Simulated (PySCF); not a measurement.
B(CCH)(Cl)2 (C₂HBCl₂), SMILES ClB(C#C)Cl.

Coordinates come from a PBE-D3(BJ)/def2-SVP optimisation.

The numbers are results of B3LYP/def2-TZVP (PySCF), not measurements.

Symmetry labels are those of the subgroup C2v that the program uses (full group C2v).

List the valence orbital energies around the gap with their symmetry. (Estimate from the structure and the level; the computed values follow.)


```json
[
 {"orbital": "HOMO−7", "symmetry": "A1", "energy (eV)": "-12.71"},
 {"orbital": "HOMO−6", "symmetry": "B2", "energy (eV)": "-12.04"},
 {"orbital": "HOMO−5", "symmetry": "B1", "energy (eV)": "-10.69"},
 {"orbital": "HOMO−4", "symmetry": "A1", "energy (eV)": "-9.40"},
 {"orbital": "HOMO−3", "symmetry": "A2", "energy (eV)": "-9.31"},
 {"orbital": "HOMO−2", "symmetry": "B2", "energy (eV)": "-9.08"},
 {"orbital": "HOMO−1", "symmetry": "B1", "energy (eV)": "-8.63"},
 {"orbital": "HOMO", "symmetry": "B2", "energy (eV)": "-8.29"},
 {"orbital": "LUMO", "symmetry": "B1", "energy (eV)": "-2.58"},
 {"orbital": "LUMO+1", "symmetry": "B2", "energy (eV)": "-0.38"},
 {"orbital": "LUMO+2", "symmetry": "A1", "energy (eV)": "0.96"},
 {"orbital": "LUMO+3", "symmetry": "A1", "energy (eV)": "1.40"}
]
```
